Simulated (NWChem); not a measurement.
The numbers come from NWChem runs, not from measurements. System: H3BN, charge 0, spin multiplicity 2, at a geometry optimised with UPBE/def2-SVP. The structure started from a generated list of species. Its SCF solution wasn't tested for a lower state. Level: UBP86/def2-TZVP.

NWChem printed:

```
             Northwest Computational Chemistry Package (NWChem) 7.3.0
             --------------------------------------------------------

                                NWChem Input Module
                                -------------------

 Scaling coordinates for geometry "geometry" by  1.889725989
 (inverse scale =  0.529177249)

 Turning off AUTOSYM since
 SYMMETRY directive was detected!

                             Geometry "geometry" -> ""
                             -------------------------

 Output coordinates in angstroms (scale by  1.889725989 to convert to a.u.)

  No.       Tag          Charge          X              Y              Z
 ---- ---------------- ---------- -------------- -------------- --------------
    1 B                    5.0000    -0.78606700     0.35302100     0.00000000
    2 N                    7.0000     0.51600400    -0.11534700     0.00000000
    3 H                    1.0000    -1.78396300    -0.34290600     0.00000000
    4 H                    1.0000     0.76750900    -1.11154900     0.00000000
    5 H                    1.0000     1.33476000     0.49677900     0.00000000

 Effective nuclear repulsion energy (a.u.)      27.5477989967

            Nuclear Dipole moment (a.u.)
            ----------------------------
        X                 Y               Z
 ---------------- ---------------- ----------------
    -0.0000018897    -0.0000000000     0.0000000000

      Symmetry information
      --------------------

 Group name             Cs
 Group number              2
 Group order               2
 No. of unique centers     5

      Symmetry unique atoms

     1    2    3    4    5


 Summary of "ao basis" -> "" (spherical)
 ------------------------------------------------------------------------------
       Tag                 Description            Shells   Functions and Types
 ---------------- ------------------------------  ------  ---------------------
 *                         def2-tzvp                  on all atoms

  perdew86 is a nonlocal functional; adding perdew81 local functional.

                                 NWChem DFT Module
                                 -----------------

 Summary of "ao basis" -> "ao basis" (spherical)
 ------------------------------------------------------------------------------
       Tag                 Description            Shells   Functions and Types
 ---------------- ------------------------------  ------  ---------------------
[...]
   Bfn.  Coefficient  Atom+Function         Bfn.  Coefficient  Atom+Function
  ----- ------------  ---------------      ----- ------------  ---------------
    14      0.545060  1 B  pz                11      0.417985  1 B  pz
    45     -0.385942  2 N  pz                 8      0.349439  1 B  pz
    39     -0.221544  2 N  pz                42     -0.180689  2 N  pz
    21     -0.047837  1 B  d -1              54      0.026531  2 N  d  1

 Vector   10  Occ=0.000000D+00  E= 8.600755D-03  Symmetry=a'
              MO Center=  9.4D-01, -3.2D-01, -4.5D-15, r^2= 4.6D+00
   Bfn.  Coefficient  Atom+Function         Bfn.  Coefficient  Atom+Function
  ----- ------------  ---------------      ----- ------------  ---------------
    36      2.006262  2 N  s                 77     -0.943835  5 H  s
    71     -0.823317  4 H  s                  5     -0.591650  1 B  s
    12     -0.361515  1 B  px                 9     -0.328616  1 B  px
    13      0.277110  1 B  py                34      0.216104  2 N  s
    10      0.138286  1 B  py                76     -0.136207  5 H  s

   alpha - beta orbital overlaps
   -----------------------------

   alpha      1      2      3      4      5      6      7      8      9     10
    beta      1      2      3      4      5      6      7      8      9     10
 overlap   1.000  1.000  1.000  0.931  0.930  0.997  0.999  0.982  0.996  0.995

   alpha     11     12     13     14     15     16     17     18     19     20
    beta     11     12     13     14     15     16     17     18     19     21
 overlap   0.995  0.975  0.993  0.998  0.973  0.952  0.994  0.988  0.952  0.947

   alpha     21     22     23     24     25     26     27     28     29     30
    beta     20     22     23     24     25     26     27     28     29     30
 overlap   0.982  0.980  0.981  0.987  0.969  0.996  0.994  0.929  0.892  0.942

   alpha     31     32     33     34     35     36     37     38     39     40
    beta     31     32     33     34     35     36     37     38     39     40
 overlap   0.960  0.960  0.922  0.927  0.997  1.000  0.996  0.998  0.998  0.990

   alpha     41     42     43     44     45     46     47     48     49     50
    beta     42     41     43     44     46     45     47     48     49     50
 overlap   0.994  0.972  0.987  0.934  0.980  0.993  0.953  0.986  0.993  0.981

   alpha     51     52     53     54     55     56     57     58     59     60
    beta     51     52     53     54     55     56     57     59     58     60
 overlap   0.989  1.000  0.999  0.983  0.979  0.997  0.836  0.842  0.997  0.994

   alpha     61     62     63     64     65     66     67     68     69     70
    beta     61     62     63     64     65     66     67     68     69     71
 overlap   0.987  0.989  0.998  0.999  0.998  0.998  1.000  1.000  1.000  1.000

   alpha     71     72     73     74     75     76     77     78     79     80
    beta     70     72     73     74     75     76     77     78     79     80
 overlap   1.000  0.997  0.998  1.000  1.000  1.000  1.000  1.000  1.000  1.000

     --------------------------
     Expectation value of S2:
     --------------------------
      <S2> =      0.7532 (Exact =     0.7500)

 center of mass
 --------------
 x =  -0.07465780 y =   0.08803864 z =   0.00000000

 moments of inertia (a.u.)
 ------------------
          11.105711167552          12.184218529865           0.000000000000
          12.184218529865          57.436996610963           0.000000000000
           0.000000000000           0.000000000000          68.542707778516

     Multipole analysis of the density
     ---------------------------------

     L   x y z        total         alpha         beta         nuclear
     -   - - -        -----         -----         ----         -------
     0   0 0 0     -0.000000     -8.000000     -7.000000     15.000000

     1   1 0 0      0.810538      1.186699     -0.376158     -0.000002
     1   0 1 0     -0.464284     -1.001000      0.536716     -0.000000
     1   0 0 1     -0.000000     -0.000000     -0.000000      0.000000

     2   2 0 0     -9.496725    -25.581839    -21.434294     37.519408
     2   1 1 0      0.661363      4.125882      1.472259     -4.936778
     2   1 0 1     -0.000000     -0.000000     -0.000000      0.000000
     2   0 2 0    -10.106326    -11.799084     -6.578429      8.271187
     2   0 1 1      0.000000     -0.000000      0.000000      0.000000
     2   0 0 2    -10.927511     -6.165600     -4.761911      0.000000

 Task  times  cpu:        2.6s     wall:        2.6s

 Total times  cpu:        2.6s     wall:        2.6s
```

**Question.** Write an NWChem input that would produce this output.

**Answer.** Several could match; the one computed here: 
```
start mol
memory heap 200 mb stack 900 mb global 1100 mb
geometry units angstroms nocenter noautoz
  B     -0.786067     0.353021     0.000000
  N      0.516004    -0.115347     0.000000
  H     -1.783963    -0.342906     0.000000
  H      0.767509    -1.111549     0.000000
  H      1.334760     0.496779     0.000000
  symmetry group Cs
end
basis spherical
  * library def2-tzvp
end
dft
  xc becke88 perdew86
  odft
  mult 2
  semidirect memsize 60000000 filesize 0
  iterations 100
end
task dft energy
```
